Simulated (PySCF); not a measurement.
Species: H₁₁N₃Si₄.
Bonds: Si1–N2, N2–Si3, N2–Si4, Si4–N5, N5–Si6, Si6–N7, Si4–N7. Hydrogens: H8, H9, H10 on Si1; H11, H12, H13 on Si3; H14 on Si4; H15 on N5; H16, H17 on Si6; H18 on N7.

NICS = −σ at a ghost point: NICS(0) at the centroid of the ring atoms, NICS(1) 1 Å to either side along the normal of their mean plane, zz for the tensor component along that normal. Level: GIAO PBE0/pcSseg-1 (PySCF, non-relativistic, gas phase) on the GFN2-xTB geometry, one conformer.

Ring bond lengths (Å), with Mayer bond orders in brackets: Si4–N5 1.735 (0.96), N5–Si6 1.738 (0.97), Si6–N7 1.732 (0.96), N7–Si4 1.738 (0.91).

Task: What do the NICS probes read (ppm)?

Result: 
```csv
ring,type,NICS(0),"NICS(1), two faces","NICS(1)zz, two faces",rms pucker (Å),"centre to ring atoms, mean (Å)"
Si4–N5–Si6–N7,4-membered ring with 2 N and 2 Si; formal bonds all single,-8.3,-1.8 / -2.0,0.6 / -1.4,0.02,1.23
```

Task: What do they say, and how far can they be read as aromaticity?

Result: 
- Si4–N5–Si6–N7: mean NICS(1)zz -0.4 ppm, near zero. Si4, Si6 have four or more neighbours; no verdict on aromaticity is drawn. NICS(0) lies 6 ppm below the mean NICS(1).

Task: What is the mean of the two in-plane components of NICS at the second NICS(1) probe listed for ring Si4–N5–Si6–N7, 1 Å off the ring?

Result: The isotropic value is a third of the trace: (3 × -2.0 − (-1.4))/2 = -2.3 ppm.

Task: List the ring angles and the Hirshfeld charges of the ring atoms.

Result: 
- Si4–N5–Si6–N7: Si4 83.6° (+0.429 e), N5 96.2° (-0.347 e), Si6 83.8° (+0.411 e), N7 96.3° (-0.335 e); sum 359.9° against 360° for a flat convex ring.

Task: What are the shieldings of the ring atoms and their hydrogens in the same run (means over atoms taken as equivalent)?

Result: 
```
   atoms                      environment  σ isotropic (ppm)
     Si4                      SiH silicon              374.8
 N5 (×2)  nitrogen bridging silicon atoms              233.4
     Si6                     SiH2 silicon              373.2
     H14                    Si–H hydrogen              26.04
H15 (×2)                     N–H hydrogen              31.18
     H16                    Si–H hydrogen              25.93
     H17                    Si–H hydrogen              25.98
```

Conformer computed: `[SiH3:1][N:2]([SiH3:3])[SiH:4]1[NH:5][SiH2:6][NH:7]1`: Si1–N2–Si4–N5 -94°.
